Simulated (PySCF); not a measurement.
Species: C3H6BClSe.
Structure used (PBE0-D3(BJ)/def2-SVP), in Å, numbered top down from 1:
```
atom  x, y, z in Å
C1     2.5507   -0.1362    0.2839
C2     1.2512   -0.4048    0.4033
Se3    0.0289   -0.3148   -1.0438
C4    -1.6476   -0.5744   -0.0248
B5    -1.6716    0.9689    0.1158
Cl6   -2.6653    1.9540   -0.9722
H7     3.0035    0.1863   -0.6582
H8     3.2120   -0.2343    1.1487
H9     0.8109   -0.7196    1.3549
H10   -2.3695   -1.0529   -0.6975
H11   -1.4309   -1.1984    0.8501
H12   -1.0837    1.5285    1.0062
```

Computed with PBE0-D3(BJ)/def2-SVP geometry optimisation, gas phase (PySCF 2.14.0).

Take the most abundant isotopes and a rigid rotor. The values belong to one conformer with, in the numbering `[CH2:1]=[CH:2][Se:3][CH2:4][BH:5][Cl:6]`, C1–C2–Se3–C4 -172°, C2–Se3–C4–B5 90°, Se3–C4–B5–Cl6 98°.

Task: What are A, B and C (GHz)?

Result: Ia = 116.28, Ib = 548.17, Ic = 567.57 u·Å²; 505379 MHz·u·Å²/I gives 4346, 921.9 and 890.4 MHz, that is A = 4.3464, B = 0.9219, C = 0.8904 GHz.

Task: Classify the top.

Result: A near-prolate asymmetric top: κ = (2 × 921.9 − 4346 − 890.4)/(4346 − 890.4) = -0.98.

Task: Is it planar, by Δ = Ic − Ia − Ib?

Result: Not planar: Δ = Ic − Ia − Ib = -96.88 u·Å². For a rigid frame Δ = −2 Σ m c², so Σ m c² = 48.44 u·Å² lies off the ab plane: 11.60 from hydrogen and 36.84 from heavier atoms. The atom farthest from that plane is 2.23 Å away.

Task: Give the other two planar moments, Paa and Pbb, and the rms extents of the mass along the axes.

Result: Paa = Σ m a² = (Ib + Ic − Ia)/2 = 499.73 and Pbb = Σ m b² = (Ia + Ic − Ib)/2 = 67.83 u·Å². With the mass M = 167.94 u, the rms extents √(P/M) along a, b and c are 1.72, 0.64, 0.54 Å.

Task: Where do the levels up to J = 3 lie, in MHz?

Result: Above 0(0,0):
J = 1: 1(0,1) 1812, 1(1,1) 5237, 1(1,0) 5268
J = 2: 2(0,2) 5437, 2(1,2) 8830, 2(1,1) 8925, 2(2,1) 19198, 2(2,0) 19198
J = 3: 3(0,3) 10873, 3(1,3) 14220, 3(1,2) 14409, 3(2,2) 24635, 3(2,1) 24636, 3(3,1) 41836, 3(3,0) 41836
Those of J = 1 are B + C, A + C and A + B.

Task: Which lines would a microwave search look for?

Result: The dipole components are |μa| = 2.44 D, |μb| = 0.48 D, |μc| = 1.27 D. Intensities carry the squares of the components, which stand as 1.00 : 0.04 : 0.27 (a : b : c). Some lines, for components of 0.1 D or more:

| type | branch | J(Ka,Kc) | MHz | lower level (cm⁻¹) |
| --- | --- | --- | --- | --- |
| a | R | 1(0,1) ← 0(0,0) | 1812 | 0.000 |
| b | Q | 3(1,2) ← 3(0,3) | 3536 | 0.363 |
| b | Q | 4(1,3) ← 4(0,4) | 3600 | 0.604 |
| a | R | 2(0,2) ← 1(0,1) | 3625 | 0.060 |
| a | R | 3(1,2) ← 2(1,1) | 5484 | 0.298 |
| a | R | 4(2,2) ← 3(2,1) | 7251 | 0.822 |
| a | R | 4(1,3) ← 3(1,2) | 7312 | 0.481 |
| b | R | 3(1,3) ← 2(0,2) | 8783 | 0.181 |
| a | R | 5(4,2) ← 4(4,1) | 9062 | 2.441 |
| a | R | 5(2,3) ← 4(2,2) | 9066 | 1.064 |
| c | Q | 4(2,3) ← 4(1,3) | 10164 | 0.725 |
| c | Q | 3(2,2) ← 3(1,2) | 10226 | 0.481 |
| b | Q | 2(2,1) ← 2(1,2) | 10368 | 0.295 |
| b | Q | 3(2,2) ← 3(1,3) | 10415 | 0.474 |
| b | Q | 5(2,4) ← 5(1,5) | 10558 | 1.014 |
| c | Q | 4(3,2) ← 4(2,2) | 17199 | 1.064 |
| b | Q | 5(3,3) ← 5(2,4) | 17203 | 1.366 |
| c | R | 5(2,3) ← 4(1,3) | 19232 | 0.725 |
| c | R | 3(3,0) ← 2(2,0) | 22638 | 0.640 |
| b | Q | 4(4,0) ← 4(3,1) | 24081 | 1.637 |
| b | Q | 4(4,1) ← 4(3,2) | 24081 | 1.637 |
| b | R | 5(3,2) ← 4(2,3) | 26264 | 1.064 |
| b | Q | 5(5,1) ← 5(4,2) | 30961 | 2.743 |
| b | R | 4(4,1) ← 3(3,0) | 31331 | 1.396 |
| b | R | 5(4,2) ← 4(3,1) | 33143 | 1.637 |

PBE0-D3(BJ)/def2-SVP frequencies: not computed here. No vibrational averaging or centrifugal distortion is included, and the geometry carries the error of its method. Quadrupole hyperfine structure (11B, 35Cl) is left out.
